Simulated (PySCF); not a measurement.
**From a computed spectrum to the compound**

A species of 8 atoms with charge 0 has these harmonic modes (PBE0, small Gaussian bases with core potentials, PySCF 2.14.0):

```csv
cm⁻¹,km/mol,symmetry
60,5.1,e
60,5.1,e
60,31.1,a1
74,4.9,e
74,4.9,e
121,0.0,a2
314,5.0,a1
323,2.7,a1
337,80.2,e
337,80.2,e
553,51.1,e
553,51.1,e
1223,161.3,a1
1628,27.0,e
1628,27.0,e
3485,39.1,a1
3605,55.0,e
3605,55.0,e
```

Task: Which species is it, and in which structure?

Result: GdCl3(NH3) (singlet in the valence; each metal's 4f electrons, 7 of them, lie in its core potential, out of spins and levels):
```xyz
8

Gd    0.0458   -0.0458    0.0458
Cl    1.1878    1.8858    1.1878
Cl   -1.8858   -1.1878    1.1878
Cl    1.1878   -1.1878   -1.8858
N    -1.3908    1.3908   -1.3908
H    -2.0010    2.0010   -0.8421
H    -0.8421    2.0010   -2.0010
H    -2.0010    0.8421   -2.0010
```
Ideal gas at 298.15 K and 1 bar: S = 442.2 J/(mol K), Cp = 120.4 J/(mol K), H − H(0 K) = 27.4 kJ/mol (rigid rotor, harmonic modes, spin degeneracy alone, that of the 4f electrons in the core included). An lcecp potential fixes the number of 4f electrons, so in runs with it no electron can move into or out of that shell.
 Other answers can fit too; this one was computed.
